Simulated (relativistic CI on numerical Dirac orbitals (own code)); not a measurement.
Calculated levels, Zr³⁷⁺

Calculated at this level of theory: Dirac-Coulomb-Breit CI, orbitals from a KLI potential per configuration, QED by a radiative potential, unscaled Slater integrals (own radial code, finite nucleus).

CI space (outside the closed core 1s2): 2s, 2p, 3s, 3p, 3d, 4s, 4p, 4d, 4f, 5s, 5p, 5d, 5f, 5g, 6s, 6p, 6d. Levels of other configurations are missing.

The lowest level is 2s 2S_1/2, with 100 % of that term; Hund's rules for 2s give 2S with J = 1/2, in agreement.

```tsv
No.	Configuration	Term	J	E (Ry)	%	Landé g	jj configuration (%)
1	2s	2S	1/2	0.000	100	1.989	2s (100)
2	2p	2P°	1/2	5.967	100	0.652	2p1/2 (100)
3	2p	2P°	3/2	13.469	100	1.324	2p3/2 (100)
4	3s	2S	1/2	212.297	100	1.996	3s (100)
5	3p	2P°	1/2	213.952	100	0.660	3p1/2 (100)
6	3p	2P°	3/2	216.176	100	1.329	3p3/2 (100)
7	3d	2D	3/2	216.761	100	0.795	3d3/2 (100)
8	3d	2D	5/2	217.457	100	1.196	3d5/2 (100)
9	4s	2S	1/2	285.597	100	1.999	4s (100)
10	4p	2P°	1/2	286.278	100	0.663	4p1/2 (100)
11	4p	2P°	3/2	287.214	100	1.331	4p3/2 (100)
12	4d	2D	3/2	287.457	100	0.797	4d3/2 (100)
13	4d	2D	5/2	287.751	100	1.198	4d5/2 (100)
14	4f	2F°	5/2	287.764	100	0.854	4f5/2 (100)
15	4f	2F°	7/2	287.910	100	1.141	4f7/2 (100)
16	5s	2S	1/2	319.241	100	2.000	5s (100)
17	5p	2P°	1/2	319.585	100	0.664	5p1/2 (100)
18	5p	2P°	3/2	320.063	100	1.332	5p3/2 (100)
19	5d	2D	3/2	320.187	100	0.798	5d3/2 (100)
20	5d	2D	5/2	320.337	100	1.199	5d5/2 (100)
21	5f	2F°	5/2	320.345	100	0.855	5f5/2 (100)
22	5f	2F°	7/2	320.419	100	1.142	5f7/2 (100)
23	5g	2G	7/2	320.419	100	0.887	5g7/2 (100)
24	5g	2G	9/2	320.464	100	1.110	5g9/2 (100)
25	6s	2S	1/2	337.413	100	2.001	6s (100)
26	6p	2P°	1/2	337.610	100	0.664	6p1/2 (100)
27	6p	2P°	3/2	337.887	100	1.333	6p3/2 (100)
28	6d	2D	3/2	337.958	100	0.798	6d3/2 (100)
29	6d	2D	5/2	338.045	100	1.199	6d5/2 (100)
```

Energies count from the lowest computed level; ° marks odd parity. Filled j subshells are mostly left out of the jj labels.

The mean weight of the leading LS term, summed over parents, in these 29 levels is 100 %, and that of the leading jj configuration (from the same eigenvectors) 100 %.

At this charge energies of transitions that change n are usually good to better than 1 %, and those within a shell (Δn = 0) to a few per cent.
